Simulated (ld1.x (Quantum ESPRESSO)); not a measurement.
What the settings do to the RRKJ potential of cobalt

Base potential:

- Element: cobalt (Co)
- Generator: ld1.x (Quantum ESPRESSO) 7.5
- Type: norm-conserving RRKJ (Kleinman–Bylander form)
- Functional: PBEsol
- Relativity: fully relativistic
- Frozen core: [Ar]
- Valence charge: 9
- Reference configuration: 3d7 4s2 4p0
- Partial waves: 4s (bound): rc 2.40 bohr; 4p (bound, empty): rc 2.20 bohr; 3d (bound): rc 0.95 bohr
- Local potential: the d channel
- Core correction: a·sin(br)/r model core inside 0.45 bohr
- rho0: 0.005

Open shells are filled in proportion to 2j + 1 (rel_dist='average').

All-electron outer shells of the reference configuration (PBEsol, scalar-relativistic, ld1.x):

```csv
shell,level (eV),outermost node (bohr),outermost maximum (bohr)
3s,-102.14,0.31,0.66
3p,-65.51,0.28,0.68
3d,-8.23,–,0.66
4s,-5.49,0.96,2.32
4p,-1.25,1.05,3.21
```

Cutoffs, loose and tight: the cutoffs (Ry, on a coarse ladder) from which the occupation-weighted sum of valence levels, in a spherical-Bessel basis at the reference potential, stays within 10 and 1 mRy of its value at 400 Ry. They do not see the model core or the augmentation charge, which bear on the density cutoff. Test errors are all-electron minus pseudo excitation energies from the reference, over the configurations 3d7 4s1 4p0; 3d7 4s0 4p0; 3d6 4s0 4p0; 3d5 4s0 4p0; 3d8 4s0 4p0; 3d7.5 4s1.5 4p0; 3d7 4s0 4p2. A dash means not determined; rows that change the core or the reference have their own tests.

A true bound ghost makes a file unfit for plane-wave use even where its test errors are small: the radial tests pick states by their node count and pass the ghost by.

Cutoffs are not given where the Bessel-basis levels miss the radial ones by over 6 mRy, ghosts where they miss by over 20 mRy; a channel whose overlap is not positive is not tested.

On the changes marked as counting shells twice: ld1.x takes every shell without a wave as core, so the model core holds the marked electrons as well and exchange and correlation see them twice. This cancels in the reference configuration, but the file is broken for other ones, and its errors say nothing about a proper core correction.

| change | outcome | cutoff, loose | cutoff, tight | bound ghosts | largest test error (meV) |
| --- | --- | --- | --- | --- | --- |
| base | generated | 230 Ry | 300 Ry | s, p1/2, p3/2 | -1053 |
| all radii but the core radius scaled by about 0.87 (s 2.10, p 1.92, d 0.82 bohr) | generated | 260 Ry | 300 Ry | s, p1/2, p3/2 | -980 |
| core correction a·sin(br)/r model core inside 1.12 bohr | generated | 230 Ry | 300 Ry | s, p1/2, p3/2 | -1022 |
| wave 4s (bound): rc 2.40 bohr becomes 4s (bound): rc 2.96 bohr | generated | 230 Ry | 300 Ry | s, p1/2, p3/2 | -1318 |
| scalar-relativistic | generated | 230 Ry | 300 Ry | s, p | -1063 |
| functional PBE | generated | 230 Ry | 300 Ry | s, p1/2, p3/2 | -1043 |
| wave 3d (bound): rc 0.95 bohr becomes 3d (bound): rc 1.02 bohr | generated | 200 Ry | 300 Ry | s, p1/2, p3/2 | -1065 |
| core [Ne], valence charge 17; reference 3s2 3p6 3d7 4s2 4p0; waves now 3p (bound): rc 0.75 bohr; 3d (bound): rc 0.80 bohr; 3s (bound): rc 0.85 bohr; local potential the s channel; core correction a·sin(br)/r model core inside 0.70 bohr (4s counted twice) | generated | – | – | not determined | -1581 |

(1) What comes out with this change to the base: type TM semilocal; scalar-relativistic; rho0 0?

Answers

(1) outcome: generated; cutoff, loose: 230 Ry; cutoff, tight: 300 Ry; bound ghosts: none; largest test error (meV): -1135.
